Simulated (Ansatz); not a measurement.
Level of theory: Ansatz (a program for electronic structure) with frozen-core CCSD(T)/def2-TZVPP // TPSS-D3(BJ)/def2-SVP.

Ansatz 0.2 input:
```yaml
crystal:
  periodic: [false, false, false]
  atoms:
    - { symbol: Ti, position_ang: [0.027968, -0.015468, -0.003393] }
    - { symbol: Cl, position_ang: [-0.460523, 1.512007, 1.462926] }
    - { symbol: Cl, position_ang: [-0.127871, -1.978182, 0.916792] }
    - { symbol: Cl, position_ang: [-1.354321, 0.117779, -1.675155] }
    - { symbol: Cl, position_ang: [2.058033, 0.28701, -0.717338] }
basis:
  gaussian: { orbitals: def2-TZVPP }
correlation:
  method: ccsd_t
```

Output:

```
Functional definition: HF
1446 factors; integrals over basis functions are off by at most 6.5e-4 eV
mean field evaluation 1: about -73103.4025 eV, gradient 4.6e1 eV
mean field evaluation 2: about -73103.6176 eV, gradient 4.6e1 eV
mean field evaluation 4: about -73109.0912 eV, gradient 5.5e0 eV
mean field evaluation 8: about -73109.2069 eV, gradient 7.3e-1 eV
mean field evaluation 16: about -73103.4021 eV, gradient 4.6e1 eV
mean field -73109.21194629 eV, -2686.7139838225 hartree, gradient 8.3e-6 eV, S^2 0.000000; 0 other end points of the search recorded, 0 dependent functions left out
25 core orbitals not correlated
reference -73109.21194629 eV, -2686.7139838225 hartree; 20, 20 occupied and 187, 187 virtual orbitals, 1446 factors
second order -32.58898970 eV of doubles, -0.00000000 eV of singles
cycle   1  -31.75798600 eV  change    8.3e-1 eV  update   3.2e-1
cycle   2  -33.24552245 eV  change    -1.5e0 eV  update   2.8e-1
cycle   3  -33.56977085 eV  change   -3.2e-1 eV  update   6.6e-2
cycle   4  -33.56100980 eV  change    8.8e-3 eV  update   2.4e-2
cycle   5  -33.54184348 eV  change    1.9e-2 eV  update   8.9e-3
cycle   6  -33.53546967 eV  change    6.4e-3 eV  update   3.2e-3
cycle   7  -33.53536508 eV  change    1.0e-4 eV  update   1.7e-3
cycle   8  -33.53555876 eV  change   -1.9e-4 eV  update   8.1e-4
cycle   9  -33.53622955 eV  change   -6.7e-4 eV  update   3.1e-4
cycle  10  -33.53631136 eV  change   -8.2e-5 eV  update   7.7e-5
cycle  11  -33.53617503 eV  change    1.4e-4 eV  update   2.9e-5
cycle  12  -33.53613779 eV  change    3.7e-5 eV  update   1.8e-5
cycle  13  -33.53615261 eV  change   -1.5e-5 eV  update   3.8e-6
perturbative correction -2.07276520 eV, -0.0761727162 hartree
Total energy: -73144.82086410 eV, -2688.0225874155 hartree
```

Cost: roughly 8 core-minutes.
